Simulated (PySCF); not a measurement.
AlAsFH3O.

```xyz
7

Al     0.8721     0.5572     0.0307
As    -1.1838    -0.7212    -0.0009
H     -0.4393    -1.8192    -0.7863
H     -1.5804     0.0061    -1.3014
F      0.8719     2.2162    -0.2506
O      2.3395    -0.2276     0.4336
H      3.1854     0.2435     0.5053
```
Charge 0, spin multiplicity 1.

Geometry optimised at PBE-D3(BJ)/def2-SVP. The structure was generated by enumeration; whether it is a known compound was not checked. Other conformers were not sampled.

Calculation: PBE/pcSseg-1 in PySCF. Non-relativistic, no solvent.

Computed absolute GIAO shielding of each atom: isotropic value and principal components (ppm):
```
atom  σ(iso)     σ11     σ22     σ33   span
----  ------  ------  ------  ------  -----
Al1    411.2   361.5   371.0   501.1  139.6
As2   2066.4  1860.0  2056.1  2283.0  423.0
H3      29.7    22.5    24.4    42.2   19.7
H4      29.9    22.9    24.2    42.6   19.6
F5     278.7   163.2   259.1   413.7  250.5
O6     266.3   189.9   263.8   345.2  155.3
H7      28.6    21.5    21.6    42.8   21.3
```
